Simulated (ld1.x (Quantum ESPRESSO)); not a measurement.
## Sc (Z = 21), TM semilocal: configuration errors across variants

- Element: Sc (Z = 21)
- Generator: ld1.x (Quantum ESPRESSO) 7.5
- Type: norm-conserving Troullier–Martins (semilocal form)
- Functional: BLYP
- Relativity: scalar-relativistic
- Frozen core: [Ne]
- Valence charge: 11
- Reference configuration: 3s2 3p6 3d1 4s2 4p0
- Partial waves: 3s (bound): rc 1.35 bohr; 3p (bound): rc 1.10 bohr; 3d (bound): rc 1.95 bohr; 4f channel at 0.2 Ry: rc 1.45 bohr
- Local potential: the f channel
- Core correction: none

Occupied shells without a wave of their own: 4s. They enter only through the test configuration that unscreens the potential.

All-electron excitation energies from the reference (eV): (1) 3s2 3p6 3d1 4s1 4p0 6.824; (2) 3s2 3p6 3d1 4s0 4p0 19.731; (3) 3s2 3p6 3d0 4s0 4p0 44.600; (4) 3s2 3p6 3d0 4s2 4p0 8.265; (5) 3s1 3p6 3d1 4s2 4p0 61.679; (6) 3s2 3p6 3d2 4s1 4p0 1.668; (7) 3s2 3p6 3d2 4s0 4p0 7.615.

A semilocal file is local in each channel, so a ghost entry of none says nothing of the separable form that plane-wave codes build from it.

For the base: The 4s level has no wave, so the channel is fitted at the deeper level alone: the likely source of the large errors.

Errors AE − PS in meV (a dash: test not solved or not reliable):

| change | (1) | (2) | (3) | (4) | (5) | (6) | (7) | bound ghosts |
| --- | --- | --- | --- | --- | --- | --- | --- | --- |
| base | -195 | -524 | -772 | +79 | -26 | -96 | -269 | none |
| wave 3d (bound): rc 1.95 bohr becomes 3d (bound): rc 1.34 bohr | -195 | -523 | -829 | +42 | +32 | -100 | -281 | none |
| wave 3d (bound): rc 1.95 bohr becomes 3d (bound): rc 1.84 bohr | -195 | -524 | -787 | +69 | -13 | -97 | -273 | none |
| wave 3d (bound): rc 1.95 bohr becomes 3d (bound): rc 2.04 bohr | -195 | -525 | -754 | +91 | -42 | -94 | -264 | none |
| wave 3d (bound): rc 1.95 bohr becomes 3d (bound): rc 2.38 bohr | -195 | -529 | -673 | +145 | -102 | -84 | -239 | none |
| wave 3d (bound): rc 1.95 bohr becomes 3d (bound): rc 2.56 bohr | -196 | -533 | -612 | +185 | -141 | -75 | -219 | none |
| wave 3d (bound): rc 1.95 bohr becomes 3d (bound): rc 2.86 bohr | -197 | -544 | -472 | +271 | -213 | -52 | -172 | none |

Give the same row for: wave 3d (bound): rc 1.95 bohr becomes 3d (bound): rc 1.56 bohr.

-195, -523, -815, +51, +16, -100, -278; bound ghosts: none.
